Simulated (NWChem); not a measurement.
C3H4F2Si; SMILES FC=C=C(F)[SiH3]

```xyz
10

F      0.3425     2.9062    -0.4241
C      0.0530     2.0028     0.5076
C     -0.2532     0.7582     0.2388
C     -0.4757    -0.5172     0.0257
F     -1.7233    -0.9852    -0.1665
Si     0.8687    -1.8479    -0.0498
H      0.0935     2.4145     1.5225
H      2.1860    -1.1957     0.1879
H      0.5924    -2.8750     0.9970
H      0.8347    -2.4987    -1.3918
```
Atoms are numbered in this order, from 1.

All runs: NWChem. Pople sets run with spherical d functions. Geometry: optimised at PBE0/def2-SVP. GIAO values for the isolated, static molecule; σ is the absolute isotropic shielding.

```json
[
 {"level": "Hartree-Fock/6-31G*", "basis functions": "96", "σ F1 (ppm)": "381.5", "σ C2 (ppm)": "75.5", "σ C3 (ppm)": "9.7", "σ C4 (ppm)": "67.1", "σ F5 (ppm)": "367.5", "σ H7 (ppm)": "25.36", "σ H8 (rotor mean) (ppm)": "28.00"},
 {"level": "Hartree-Fock/6-311G**", "basis functions": "140", "σ F1 (ppm)": "372.2", "σ C2 (ppm)": "62.3", "σ C3 (ppm)": "-5.7", "σ C4 (ppm)": "52.6", "σ F5 (ppm)": "358.8", "σ H7 (ppm)": "24.89", "σ H8 (rotor mean) (ppm)": "27.71"},
 {"level": "Hartree-Fock/def2-SVP", "basis functions": "108", "σ F1 (ppm)": "381.4", "σ C2 (ppm)": "71.0", "σ C3 (ppm)": "2.1", "σ C4 (ppm)": "61.1", "σ F5 (ppm)": "369.1", "σ H7 (ppm)": "24.88", "σ H8 (rotor mean) (ppm)": "27.64"},
 {"level": "Hartree-Fock/IGLO-II", "basis functions": "169", "σ F1 (ppm)": "369.1", "σ C2 (ppm)": "61.9", "σ C3 (ppm)": "-6.5", "σ C4 (ppm)": "51.9", "σ F5 (ppm)": "356.7", "σ H7 (ppm)": "24.93", "σ H8 (rotor mean) (ppm)": "27.60"}
]
```
